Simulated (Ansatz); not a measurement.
B₅H₃. The state is a singlet with charge 0. Geometry PBE-D4/def2-SVP.

```tsv
atom	x (Å)	y (Å)	z (Å)
B1	0.4603	-0.2566	-0.2567
B2	-0.9998	0.4495	0.2988
B3	1.6796	-0.1724	0.9493
B4	0.2674	0.4287	1.2874
B5	-0.6639	-0.3114	-1.3212
H6	2.8247	-0.5329	0.9942
H7	-1.4217	-0.4300	-2.2439
H8	-2.1466	0.8251	0.2921
```

The structure comes from a short search, and lower isomers may exist.

(1) Estimate the orbital energies around the gap (eV) in Ansatz with HF/def2-TZVP, PBE-D4/def2-SVP, PBE-D4/def2-TZVP, PBE-D4/def2-TZVPD, r2SCAN-D4/def2-TZVPD.

Results:

(1) 
```tsv
orbital	HF/def2-TZVP	PBE-D4/def2-SVP	PBE-D4/def2-TZVP	PBE-D4/def2-TZVPD	r2SCAN-D4/def2-TZVPD
HOMO−13	-207.99	-178.49	-178.13	-178.13	-181.49
HOMO−12	-207.68	-178.21	-177.85	-177.86	-181.21
HOMO−11	-207.18	-177.78	-177.40	-177.41	-180.71
HOMO−10	-206.82	-177.66	-177.37	-177.38	-180.67
HOMO−9	-206.65	-177.52	-177.19	-177.20	-180.46
HOMO−8	-24.54	-16.65	-16.74	-16.74	-17.58
HOMO−7	-20.07	-13.42	-13.52	-13.52	-14.15
HOMO−6	-17.27	-11.25	-11.36	-11.36	-11.88
HOMO−5	-16.10	-10.54	-10.63	-10.63	-11.10
HOMO−4	-15.50	-9.98	-10.05	-10.05	-10.47
HOMO−3	-13.01	-8.34	-8.38	-8.38	-8.69
HOMO−2	-10.70	-7.58	-7.58	-7.58	-7.70
HOMO−1	-9.77	-6.89	-6.93	-6.93	-7.16
HOMO	-9.51	-6.34	-6.36	-6.37	-6.54
LUMO	0.13	-4.22	-4.24	-4.24	-4.01
LUMO+1	1.32	-2.60	-2.62	-2.63	-2.48
LUMO+2	1.94	-2.45	-2.48	-2.48	-2.15
LUMO+3	2.95	0.42	0.19	-0.06	0.58
LUMO+4	3.63	1.01	0.66	0.13	0.71
LUMO+5	3.70	1.63	0.86	0.30	0.98
```
